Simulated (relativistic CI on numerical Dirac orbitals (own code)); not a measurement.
**Electric-dipole lines of Zr2+**

Method of calculation: Dirac-Coulomb-Breit CI, separate exchange-only KLI orbitals for each configuration, model QED (radiative potential, 1s self-energy scaled to tabulated hydrogen-like ionisation energies), valence Slater integrals scaled by 0.85, configuration energies shifted to the measured levels that pair with them (semi-empirical) (own radial code, finite nucleus).

Configuration list (outside the closed core [Kr]): 4d², 4d5s, 5s², 4d5p, 5s5p, 4d4f, 4d5d, 4d6s, 4d6p, 4f², 5p², 4d6d, 4d5f, 4d5g, 5s6s, 4d6f, 4d6g, 4f5s, 5p6s, 4f5p. Levels of other configurations are missing.

```tsv
λ vac (Å)	Lower	Upper	A (s⁻¹)	gf	Branching (%)
1611.9	4d5s ³D3 [11]	5s5p ³P°2 [29]	9.10e+08	1.77e+00	83.7
1754.9	4d² ³F3 [2]	4d5p ³F°4 [21]	1.54e+07	6.42e-02	2.5
1757.0	4d² ¹D2 [4]	4d5p ¹F°3 [26]	3.19e+07	1.03e-01	3.0
1769.8	4d² ³F2 [1]	4d5p ³D°2 [19]	2.39e+07	5.62e-02	2.3
1776.4	4d² ³F4 [3]	4d5p ³F°4 [21]	2.25e+08	9.56e-01	35.7
1781.6	4d² ³F2 [1]	4d5p ³F°3 [18]	2.02e+07	6.72e-02	3.2
1783.7	4d² ³F4 [3]	4d5p ³D°3 [20]	5.81e+08	1.94e+00	55.7
1785.0	4d² ¹D2 [4]	4d5p ¹P°1 [25]	1.02e+08	1.46e-01	17.9
1787.8	4d² ³F3 [2]	4d5p ³D°2 [19]	5.72e+08	1.37e+00	55.0
1792.3	4d² ³F2 [1]	4d5p ³D°1 [17]	6.01e+08	8.68e-01	58.2
1796.8	4d² ³F2 [1]	4d5p ³F°2 [16]	1.54e+08	3.72e-01	24.0
1799.9	4d² ³F3 [2]	4d5p ³F°3 [18]	2.38e+08	8.10e-01	37.8
1822.5	4d² ³F4 [3]	4d5p ³F°3 [18]	7.44e+06	2.59e-02	1.2
1846.9	5s² ¹S0 [14]	5s5p ¹P°1 [34]	1.20e+09	1.83e+00	33.1
1854.2	4d² ³F2 [1]	4d5p ¹D°2 [15]	9.68e+07	2.49e-01	14.8
1865.4	4d² ³P0 [5]	4d5p ¹P°1 [25]	1.82e+07	2.86e-02	3.2
1866.1	4d² ¹D2 [4]	4d5p ³P°1 [22]	3.34e+07	5.23e-02	4.5
1940.8	4d² ³P1 [6]	4d5p ³P°2 [24]	8.36e+07	2.36e-01	10.8
1944.3	4d² ¹G4 [8]	4d5p ¹F°3 [26]	7.10e+08	2.81e+00	66.4
1954.2	4d² ³P0 [5]	4d5p ³P°1 [22]	9.99e+07	1.72e-01	13.5
1955.4	4d² ³P1 [6]	4d5p ³P°0 [23]	3.90e+08	2.23e-01	50.9
1962.3	4d² ³P1 [6]	4d5p ³P°1 [22]	9.70e+07	1.68e-01	13.2
2017.7	4d² ¹D2 [4]	4d5p ³F°2 [16]	1.82e+08	5.57e-01	28.5
2090.4	4d² ¹D2 [4]	4d5p ¹D°2 [15]	3.74e+08	1.22e+00	57.2
2092.8	4d² ³P1 [6]	4d5p ³D°2 [19]	4.44e+07	1.46e-01	4.3
2114.8	4d² ³P0 [5]	4d5p ³D°1 [17]	3.72e+07	7.48e-02	3.6
2620.8	4d5s ³D3 [11]	4d5p ³F°4 [21]	3.88e+08	3.60e+00	61.8
2636.7	4d5s ³D3 [11]	4d5p ³D°3 [20]	2.61e+08	1.90e+00	25.0
2656.4	4d5s ¹D2 [13]	4d5p ¹F°3 [26]	3.18e+08	2.35e+00	29.7
2676.1	4d5s ³D2 [10]	4d5p ³F°3 [18]	2.32e+08	1.75e+00	36.9
```

Terms are leading LS components. Brackets give the number of a level in order of energy, since labels repeat. The list gives strong lines, with weight on those to low levels, without configurations that were not tied to measured data, without lines whose two gauges differ by over a factor of 2.5, among the lowest 197 of 222 levels, so that lines to higher ones, which can be the strongest, are missing, and without lines across small gaps between configurations, and without 1 line that miss the measured interval by over 3.5 %, start from a term whose rates miss tabulated ones by over 60 %, have gauges far apart or, lacking measured levels, span too small a gap for the errors found; lines with a level outside our table were not tested and can miss by more. Levels whose partners in the same complex of configurations lie outside the list can be far off, and so can their lines. Rates are taken at the computed energies, electric ones in the length gauge.

Configurations whose levels could be paired with our table of measured levels were shifted onto them, all but the ground configuration, by the median error of their levels; single terms can still be off by 1,000 to 2,000 cm⁻¹ or more, and rates follow the energies as ν³ (E1, M1) or ν⁵ (E2). The others borrow a shift and can be off by several thousand cm⁻¹ or more. The fine structure of a lone outer electron comes out too small, for d and f at times inverted, and misplaced configurations move strength between like terms. 26 of the 26 excited levels that our extract of the measured tables holds in this range could be paired (the sources list more); they are missed by 185 cm⁻¹ on average and 787 at most, after the shifts were fitted to these levels, and levels without a partner can miss by more.
